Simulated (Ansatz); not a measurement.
Reaction (ligand exchange at the Si–O bond): `F[Si](Cl)(Cl)O[SiH3]` + `NBS` → `[SiH3]NBS` + `O[Si](F)(Cl)Cl`

Computed with Ansatz on PBE0-D4/def2-TZVP structures; ΔE is electronic, products minus reactants. CCSD(T)/CBS is the MP2 limit (def2-TZVPP, def2-QZVPP) plus CCSD(T) − MP2 in def2-TZVPP, frozen cores. Functionals use def2-TZVPP. B3LYP here is the variant with VWN-RPA as its local correlation; programs differ in this. One conformer a species, not always the lowest.

```json
{"level": "r2SCAN0-D4", "ΔE (kcal/mol)": "15.3"}
{"level": "B2PLYP", "ΔE (kcal/mol)": "15.5"}
{"level": "PBE", "ΔE (kcal/mol)": "13.3"}
{"level": "B3LYP", "ΔE (kcal/mol)": "15.6"}
{"level": "r2SCANh", "ΔE (kcal/mol)": "15.0"}
{"level": "RPA@PBE/def2-TZVPP", "ΔE (kcal/mol)": "14.8"}
{"level": "CCSD/def2-SVP", "ΔE (kcal/mol)": "14.6"}
{"level": "CCSD(T)/def2-TZVPP", "ΔE (kcal/mol)": "14.8"}
```

Task: What does CCSD(T)/CBS give? (Best estimate.)

Result: Ansatz gave: +15.0 kcal/mol. The listed levels differ from it by 0.3, 0.5, -1.7, 0.6, 0.0, -0.2, -0.4, -0.2 kcal/mol.

Largest T1 diagnostic among the species: 0.012.

In def2-TZVPP, CCSD(T) changes the Hartree–Fock value by −3.2 kcal/mol (the triples alone add −0.5 kcal/mol) and MP2 by −3.2 kcal/mol. From PBE to PBE0 (25 % exact exchange), in def2-TZVPP and without D4, ΔE moves by +0.8 kcal/mol.

CCSD(T)/CBS has its own doubt, a few kJ/mol and more with outer-core shells, so smaller differences from it don't rank the levels.
